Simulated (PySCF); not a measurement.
Simulated absorption spectrum

Compound: SnCl3(pyrrolidide), C4H8Cl3NSn.
Cartesian coordinates in Å at the PBE0-D3(BJ)/def2-SVP level; atoms count from 1:
```
atom  x, y, z in Å
Sn1    0.754    1.942    0.799
Cl2    0.155    1.218    2.946
Cl3    3.074    2.048    0.613
Cl4   -0.112    4.092    0.644
N5     0.029    0.747   -0.659
C6    -1.302    0.190   -0.414
C7    -1.083   -1.192    0.230
C8     0.373   -1.559   -0.130
C9     0.841   -0.408   -1.032
H10   -1.807    0.087   -1.392
H11   -1.927    0.865    0.191
H12   -1.808   -1.928   -0.148
H13   -1.212   -1.135    1.320
H14    0.996   -1.606    0.777
H15    0.458   -2.536   -0.629
H16    1.917   -0.190   -0.962
H17    0.627   -0.637   -2.093
```

Computed, not measured: TDDFT wB97X-D/def2-SVPD, vertical, gas phase, core orbitals frozen in the response, def2 core potentials past Kr in PySCF. Spin–orbit coupling is left out.

Broadening: Gaussians 0.3 eV wide at half height, area fixed by f = 4.319×10⁻⁹ ∫ε dν̃. The cross-section is σ = 3.8235×10⁻²¹ ε cm², given in Mb (10⁻¹⁸ cm²). The width is an assumption, not a result. The curve ends short of the highest state used, and states not computed would add to its high-energy end.

E (eV), σ (Mb) and a bar:
```
     3.44       0.03 
     3.54       0.35 
     3.64       2.29 #
     3.73       7.27 ####
     3.83      14.61 #########
     3.92      16.17 ##########
     4.02      10.08 ######
     4.12       3.39 ##
     4.21       0.75 
     4.31       0.08 
     4.40       0.01 
     4.50       0.00 
     4.60       0.00 
     4.69       0.00 
     4.79       0.00 
     4.88       0.00 
     4.98       0.00 
     5.08       0.00 
     5.17       0.02 
     5.27       0.13 
     5.36       0.58 
     5.46       2.40 #
     5.56       7.59 #####
     5.65      16.33 ##########
     5.75      29.48 ##################
     5.85      43.32 ##########################
     5.94      49.56 ##############################
     6.04      41.09 #########################
     6.13      24.09 ###############
     6.23       9.34 ######
```

Q: Locate the maxima and give the states behind the curve.

A: 318 nm (3.89 eV), ε about 4300, made up of S1 (100%); 209 nm (5.94 eV), ε about 13000, made up of S5 (46%), S6 (19%) and S7 (27%) (ε in L mol⁻¹ cm⁻¹; maxima over ε = 5, shares over 10%). The states used: S1 3.89 eV (f 0.048); S2 5.53 eV (f 0.0024); S3 5.71 eV (f 0.020); S4 5.75 eV (f 0.022); S5 5.90 eV (f 0.070); S6 5.99 eV (f 0.030); S7 6.03 eV (f 0.051); S8 6.38 eV (f 0.0078); S9 6.67 eV (f 0.012); S10 6.83 eV (f 0.010).

Q: What would ε be at 5.94 eV, the highest of these maxima, with half the width (0.15 eV)?

A: About 17300 L mol⁻¹ cm⁻¹ against 13000, a factor of about 1.3; a lone state at its own centre would give exactly 2.

Q: Coming from long wavelengths, where does ε first pass 100 L mol⁻¹ cm⁻¹?

A: At about 350 nm (3.54 eV), 0.35 eV below S1.

Q: On this curve, what absorbance would a 10⁻³ mol/L sample give at 355 nm over a 1 cm path?

A: 355 nm is 3.493 eV, where ε is about 31 L mol⁻¹ cm⁻¹, so A = ε c l ≈ 0.031 (Beer–Lambert, with the gas-phase spectrum and the assumed width).

One conformer stands for the species.
